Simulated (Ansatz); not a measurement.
`N[Si@H](F)O[Si@@H](N)O` → `N[SiH]([O])F`• + `N[SiH]O`•  (homolysis of the O–Si bond)

Calculated with Ansatz (gas phase, PBE0-D4/def2-TZVP geometries, no zero-point term in ΔE). CCSD(T)/CBS adds triple-zeta CCSD(T) − MP2 to the extrapolated MP2 energy (def2 sets, frozen cores). This one scheme is used for every species. Functionals use def2-TZVPP. No spin–orbit coupling; open shells (•) take unrestricted orbitals. One conformer a species, not always the lowest.

(1) What is ΔE at CCSD(T)/CBS? (An estimate is asked.)

(2) What do these levels give: PBE0-D4, B2PLYP, r2SCAN, PBE0, MP2/def2-QZVPP, MP2/CBS(def2)? (Best estimate.)

Largest T1 diagnostic among the species: 0.025.

## Answers

(1) Ansatz gave: +625.3 kJ/mol.

(2) The calculation gave: PBE0-D4 579.7, B2PLYP 594.7, r2SCAN 562.2, PBE0 568.9, MP2/def2-QZVPP 661.6, MP2/CBS(def2) 667.6 kJ/mol.

In def2-TZVPP, CCSD(T) changes the Hartree–Fock value by +111.7 kJ/mol (the triples alone add +4.5 kJ/mol) and MP2 by +154.0 kJ/mol; breaking electron pairs costs correlation energy, which Hartree–Fock lacks. From PBE to PBE0 (25 % exact exchange), in def2-TZVPP and without D4, ΔE moves by +33.3 kJ/mol.
